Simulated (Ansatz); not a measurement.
Energy profile

The step: BCl₃ ([Cl][B]([Cl])[Cl]) + HF → BCl₂F ([F][B]([Cl])[Cl]) + HCl; bonds formed: B1–F6, Cl2–H5; bonds broken: B1–Cl2, H5–F6 (atoms numbered as in the saddle structure below).

B1  (-0.259, 0.293, -0.192)
Cl2  (1.678, -0.269, -0.175)
Cl3  (-1.037, -0.089, -1.723)
Cl4  (-0.486, 1.878, 0.535)
H5  (0.618, -0.994, 0.715)
F6  (-0.513, -0.821, 0.840)
(Å)

Electronic energies by CCSD(T) at an estimated basis limit (MP2 extrapolated from triple and quadruple zeta, plus CCSD(T) − MP2 in triple zeta), on PBE0-D4/def2-TZVP structures; BHCl₃F, singlet; no counterpoise correction. Computed with Ansatz 0.2.0 (basis: def2-TZVPP and def2-QZVPP); correlated methods freeze the cores. Extrapolation: Hartree–Fock as exp(−7.88 √X), correlation as X^−2.97.

Task: Give the profile in kJ/mol, counted from the separated reactants. (To be estimated.)

Result: By the calculation:
```csv
point,kJ/mol
"separated: BCl₃ (linked as [Cl][B]([Cl])[Cl]; B1, Cl2, Cl3, Cl4; singlet) + HF (H5, F6; singlet)",0.0
start structure,-7.7
saddle,77.3
end structure,-62.2
"separated: BCl₂F (linked as [F][B]([Cl])[Cl]; B1, Cl3, Cl4, F6; singlet) + HCl (Cl2, H5; singlet)",-53.7
```

T1 diagnostic: at most 0.012.

For scale, one of the runs: CCSD(T)/def2-TZVPP, 202 basis functions (an equivalent command: `ansatz run in.yaml --threads 4`). Hardware: 4 CPU threads, shared host. Wall time 44 s; peak host memory 2.4 GiB.
